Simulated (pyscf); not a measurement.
## Insertion: Cl–Ga [singlet] + silanol (HO–SiH₃) -> H₃Si–O–GaH–Cl

Gas phase, singlet surface, charge 0. Bonds broken: O3–H5. Bonds formed: Ga1–O3, Ga1–H5. Single points on ωB97X-D3(BJ)/def2-SVP structures (PySCF, gas phase). Correlated levels are frozen-core, on RHF or UHF. ΔMP2 is the change of the MP2 total energy from the triple- to the quadruple-zeta basis.

Transition state (Å):

```xyz
8

Ga    -0.3620    -0.6619     1.4097
Cl    -1.2664     0.6737     2.8284
O     -0.5924    -0.1511    -0.4607
Si    -0.9969     0.6306    -1.8879
H      0.1132    -1.3085    -0.0139
H     -1.7930     1.8519    -1.5740
H      0.2381     1.0238    -2.6260
H     -1.8035    -0.2738    -2.7571
```

One imaginary mode, 1526i cm⁻¹; descent along it reached the two sides named, in the forms told below.

```json
[
 {"bond": "O3–H5", "change": "breaks", "reactant side (Å)": "0.964", "saddle": "1.427", "product side": "2.9"},
 {"bond": "Ga1–O3", "change": "forms", "reactant side (Å)": "2.427", "saddle": "1.953", "product side": "1.766"},
 {"bond": "Ga1–H5", "change": "forms", "reactant side (Å)": "2.9", "saddle": "1.634", "product side": "1.541"}
]
```

Electronic energies relative to the separated reactants (eV):

| level | barrier | reaction energy | reverse barrier |
|---|---|---|---|
| ωB97X-D3(BJ)/def2-TZVP | 1.77 | -0.87 | 2.63 |
| PBE/def2-TZVP | 1.44 | -0.50 | 1.94 |
| r²SCAN/def2-TZVP | 1.40 | -0.84 | 2.24 |
| B3LYP-D3(BJ)/def2-TZVP | 1.73 | -0.53 | 2.26 |
| PBE0-D3(BJ)/def2-TZVP | 1.61 | -0.71 | 2.31 |
| M06-2X/def2-TZVP | 1.68 | -0.85 | 2.53 |
| ωB97M-D3(BJ)/def2-TZVP | 1.84 | -0.60 | 2.44 |
| HF/def2-TZVP | 2.56 | -0.69 | 3.25 |
| MP2/def2-QZVPP | 1.59 | -0.89 | 2.47 |
| CCSD/def2-TZVPP | 1.87 | -0.81 | 2.68 |
| CCSD(T)/def2-TZVPP | 1.68 | -0.84 | 2.53 |
| CCSD(T)/def2-TZVPP + ΔMP2(QZVPP) | 1.73 | -0.76 | 2.48 |

With CCSD(T)/def2-TZVPP + ΔMP2(QZVPP) energies and thermal terms (ideal gas, 1 atm, RRHO with modes under 100 cm⁻¹ raised to 100, one conformer, R ln 2 for chiral ones without a mode under 150 cm⁻¹), in eV:

```csv
T (K),ΔH‡,ΔG‡,ΔH,ΔG
298,1.60,2.02,-0.81,-0.37
600,1.62,2.44,-0.78,+0.06
900,1.64,2.85,-0.74,+0.47
1200,1.67,3.25,-0.69,+0.87
```

On the reactant side the descent ends in a bound adduct (not fully relaxed), 0.36 eV under the separated species and 2.12 eV under the saddle at ωB97X-D3(BJ)/def2-TZVP. One saddle was located; it need not be the lowest between these sides. The CCSD(T) − MP2 part came from Ansatz, without density fitting, on the same reference. The frozen core leaves the outer d or s,p core shells of the metals and heavy elements correlated in the MP2 and CC values, and def2-TZVPP describes them poorly, which can shift differences by a few kcal/mol. Elements up to Kr have no core potential and no relativistic terms here.
